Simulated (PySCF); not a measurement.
PySCF job for O3S, SMILES O=S(=O)=O, ωB97X-D3(BJ)/def2-TZVP. Coordinates come from a ωB97X-D3(BJ)/def2-TZVP optimisation.

```python
import numpy as np
from pyscf import gto, scf, dft, df
from pyscf.hessian import thermo

mol = gto.M(
    atom='''
    O     1.41915504   -0.00000000    0.00000000
    S     0.00000000   -0.00000000    0.00000000
    O    -0.70957752   -1.22902432    0.00000000
    O    -0.70957752    1.22902432    0.00000000
    ''',
    basis='def2-TZVP',
    charge=0,
    spin=0,
    max_memory=1600,
    verbose=3,
)
mf = dft.RKS(mol, xc='wb97x-d3bj').density_fit(auxbasis='def2-universal-jkfit')
mf.grids.level = 3
mf.conv_tol = 1e-11
mf.max_cycle = 100
mf.kernel()

# [left out here: the lines that compute and print the analytic Hessian (its translational invariance restored by hand, since the grid's response is missing), thermochemistry and intensities]
```

Program output:

```
converged SCF energy = -623.968551873187

WARN: DFTD3 does not support analytical Hessian, using finite difference


WARN: Mole.unit (angstrom) is changed to Bohr

Mode                                 0                   1                   2
Irrep
Freq [cm^-1]                      517.3563            540.5503            540.6301
Reduced mass [au]                  22.8671             17.3418             17.3416
Force const [Dyne/A]                3.6061              2.9855              2.9863
Char temp [K]                     744.3605            777.7315            777.8463
Normal mode                   x     y     z       x     y     z       x     y     z
       0   O                 0.00  0.00 -0.09   -0.08 -0.04 -0.00   -0.02  0.17  0.00
       1   S                 0.00 -0.00  0.14   -0.07  0.02  0.00   -0.02 -0.07 -0.00
       2   O                -0.00  0.00 -0.09    0.13 -0.10 -0.00   -0.08 -0.04  0.00
       3   O                 0.00 -0.00 -0.09    0.08  0.11 -0.00    0.13  0.01  0.00
Mode                                 3                   4                   5
Irrep
Freq [cm^-1]                     1126.1678           1451.9665           1451.9713
Reduced mass [au]                  15.9990             20.5887             20.5886
Force const [Dyne/A]               11.9550             25.5736             25.5737
Char temp [K]                    1620.3047           2089.0565           2089.0635
Normal mode                   x     y     z       x     y     z       x     y     z
       0   O                 0.14  0.00 -0.00    0.11 -0.00 -0.00   -0.10 -0.00  0.00
       1   S                 0.00 -0.00  0.00   -0.09  0.08  0.00    0.08  0.09 -0.00
       2   O                -0.07 -0.13 -0.00   -0.01 -0.03 -0.00   -0.08 -0.13  0.00
       3   O                -0.07  0.13 -0.00    0.07 -0.12 -0.00    0.02 -0.04  0.00
temperature 298.1500 [K]
pressure 101325.00 [Pa]
Rotational constants [GHz] 10.45619 10.45619 5.22809
Symmetry number 6
Zero-point energy (ZPE) 0.01282 [Eh]   33666.756 [J/mol]
                           tot       elec      trans        rot        vib
Entropy [J/mol/K]       255.931      0.000    163.406     84.873      7.653
Cv [J/mol/K]             41.544      0.000     12.472     12.472     16.600
Cp [J/mol/K]             49.858      0.000     20.786     12.472     16.600
Internal energy [J/mol]                      3718.434   3718.434  35340.787
Internal energy [Eh]   -623.95226  -623.96855
Enthalpy [J/mol]                             6197.391   3718.434  35340.787
Enthalpy [Eh]          -623.95131
Gibbs free energy [J/mol]                  -42522.103 -21586.380  33059.161
Gibbs free energy [Eh] -623.98038
mode   freq/cm-1   IR/(km/mol)
   1      517.36        39.934
   2      540.55        30.655
   3      540.63        30.639
   4     1126.17         0.000
   5     1451.97       222.978
   6     1451.97       222.963
max |gradient| / (hartree/bohr): 6.0192089223967985e-05
APT charges: [-0.5876  1.7631 -0.5878 -0.5878]
```

The run converged.
